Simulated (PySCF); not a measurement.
Br2H2O2Si. Atoms are numbered in the order given.

```xyz
7

O     -0.0773     1.3786     1.5867
Si     0.0000     0.0000     0.6888
O      0.0773    -1.3786     1.5867
Br    -1.8345     0.0060    -0.5579
Br     1.8345    -0.0060    -0.5579
H      0.7423     1.6648     2.0109
H     -0.7423    -1.6648     2.0109
```
Charge 0, spin multiplicity 1.

The structure is a stationary point at B3LYP-D3(BJ)/def2-SVP. The values are those of a single conformer.

Computed with PBE/pcSseg-1 in PySCF.

GIAO shieldings, no solvent; atoms alike by connectivity are averaged. δ = σ(ref) − σ: ¹⁷O against H2O (σ = 334.3 ppm); ²⁹Si against TMS (σ = 335.4 ppm); ¹H against TMS (σ = 31.49 ppm), references at their B3LYP-D3(BJ)/def2-TZVP geometries, non-relativistic (without spin–orbit terms, shifts of atoms bonded to Cl or Br come out too high).

| nucleus | atoms | count | δ (ppm) |
|---|---|---|---|
| ¹⁷O | O1, O3 | 2 | 122.9 |
| ²⁹Si | Si2 | 1 | -4.5 |
| ¹H | H6, H7 | 2 | 3.10 |
